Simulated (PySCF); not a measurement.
Spectra and structures to be paired. Method: TDDFT CAM-B3LYP/def2-SVPD, vertical, gas phase, core orbitals frozen in the response in PySCF. Geometries: PBE0-D3(BJ)/def2-SVP; one conformer of each isolated species. Triplets are in the Tamm–Dancoff approximation. Atoms past krypton carry core potentials; spin–orbit coupling is left out.

A. `CCc1cnccn1`
B. `CNc1ccncc1`
C. `c1(ncccc1)NC`
D. `[CH2]=[Nb]([Cl])([Cl])[Cl]`

Lowest singlet levels (six at most, fewer where fewer were computed) with oscillator strengths:

1. 265 nm (f 0.083); 231 nm (f 0.004); 217 nm (f 0.254); 214 nm (f 0.013); 203 nm (f 0.000); 195 nm (f 0.001); T1 3.70 eV
2. 299 nm (f 0.005); 249 nm (f 0.000); 234 nm (f 0.133); 214 nm (f 0.000); 192 nm (f 0.139); 182 nm (f 0.000); T1 3.46 eV
3. 563 nm (f 0.002); 407 nm (f 0.008); 403 nm (f 0.000); 264 nm (f 0.000); 261 nm (f 0.012); 239 nm (f 0.059); T1 1.88 eV
4. 241 nm (f 0.020); 232 nm (f 0.000); 220 nm (f 0.007); 217 nm (f 0.186); 215 nm (f 0.005); 192 nm (f 0.018); T1 4.07 eV

Task: Which spectrum belongs to which structure?

Result: 1 = C, 2 = A, 3 = D, 4 = B.
- A: S1 at 4.14 eV, HOMO→LUMO (98%); Löwdin shares by element: HOMO nitrogen 55%, carbon 17% or more (atoms not listed hold the other 28%); LUMO nitrogen 48%, carbon 23% or more (atoms not listed hold the other 30%); HOMO -8.62 and LUMO -0.39 eV.
- B: S1 at 5.15 eV, HOMO→LUMO (78%), HOMO-2→LUMO+1 (12%); Löwdin shares by element: HOMO nitrogen 46%, carbon 23% or more (atoms not listed hold the other 31%); LUMO carbon 65% or more (atoms not listed hold the other 35%); HOMO -7.56 and LUMO 0.82 eV.
- C: S1 at 4.67 eV, HOMO→LUMO (94%); Löwdin shares by element: HOMO carbon 38% or more, nitrogen 28% or more (atoms not listed hold the other 33%); LUMO carbon 54% or more, nitrogen 19% or more (atoms not listed hold the other 27%); HOMO -7.17 and LUMO 0.57 eV.
- D: S1 at 2.20 eV, HOMO→LUMO (97%); for S1 the Löwdin share of niobium is 28% in HOMO and 70% in LUMO; HOMO -8.63 and LUMO -2.24 eV.
